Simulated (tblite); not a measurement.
ClTe, doublet, geometry from GFN2-xTB (the spin is typed, not shown lowest); GFN1-xTB (tblite).

Input for tblite:
```
$ tblite run mol.xyz --method gfn1 --charge 0 --spin 1 --etemp 2000 --json tblite.json --no-restart

# file mol.xyz
2

Te    -0.00000000    -0.00000000    -0.57307308
Cl     0.00000000     0.00000000     1.75292943
```

What the program printed (banner, timings and long lists left out):

```
xTB calculator
 | screened Coulomb repulsion
 | Coulomb electrostatics
 |  * isotropic Klopman-Ohno-Mataga-Nishimoto electrostatics
 |  * onsite third-order electrostatics
 | DFT-D3(BJ) dispersion correction

halogen bonding energy    0.0000000000000E+00 Eh
repulsion energy          3.9859959222197E-03 Eh
dispersion energy        -4.6487092209723E-04 Eh
number of electrons       1.3000000000000E+01 e
integral cutoff           2.5289693214950E+01 bohr

------------------------------------------------------------
  cycle        total energy    energy error   density error
------------------------------------------------------------
      1     -7.992097762697  -7.9956189E+00   2.0697806E-01
      2     -8.001188442915  -9.0906802E-03   3.3276722E-02
      3     -8.001421561670  -2.3311875E-04   2.9028979E-02
      4     -8.001435730861  -1.4169191E-05   4.0701256E-03
      5     -8.001441113352  -5.3824903E-06   4.6471934E-04
      6     -8.001441148347  -3.4995452E-08   1.7489170E-04
      7     -8.001441157163  -8.8158529E-09   4.5933237E-07
------------------------------------------------------------

electronic energy        -8.0049622821632E+00 Eh
total energy             -8.0014411571630E+00 Eh

Post processing:
 | Mayer-Wiberg bond orders

[Info] JSON dump of results written to 'tblite.json'
```
